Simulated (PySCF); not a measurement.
**Exercise with solution: dipole moment from atomic charges**

SnHFBr2, SMILES [F][SnH]([Br])[Br]. Atoms are numbered in the order given.

```xyz
5

Sn     0.3149    -0.6275     0.0000
F     -1.0170    -2.0264     0.0000
Br    -0.1206     0.7282    -2.0197
Br    -0.1206     0.7282     2.0197
H      1.8526    -1.3590     0.0000
```
Charge 0, spin multiplicity 1.

Coordinates come from a r2SCAN-D4/def2-SVP optimisation. The structure was generated by enumeration; whether it is a known compound was not checked. The def2 effective core potentials stand for the cores of Sn; spin–orbit coupling is left out.

Charges (e) from PBE0/def2-TZVP in PySCF:

```tsv
atom	ESP fit	Mulliken
Sn1	0.256	1.026
F2	-0.227	-0.461
Br3	-0.064	-0.290
Br4	-0.064	-0.290
H5	0.099	0.015
```

The dipole moment of the full density is 2.37 D.

Task: What dipole moment does each set of point charges give, and which comes closer to that of the density?

Result: 
μ = Σ q r, and 1 e Å = 4.8032 D.
ESP fit: Σ q r = (0.510, 0.072, 0.000) e Å, |μ| = 2.48 D.
Mulliken: Σ q r = (0.890, -0.152, 0.000) e Å, |μ| = 4.34 D.
ESP fit comes closer in size. Point charges leave out the atoms' own dipoles (lone pairs, polarised bonds); fits to the potential absorb them, partitions of the density don't.
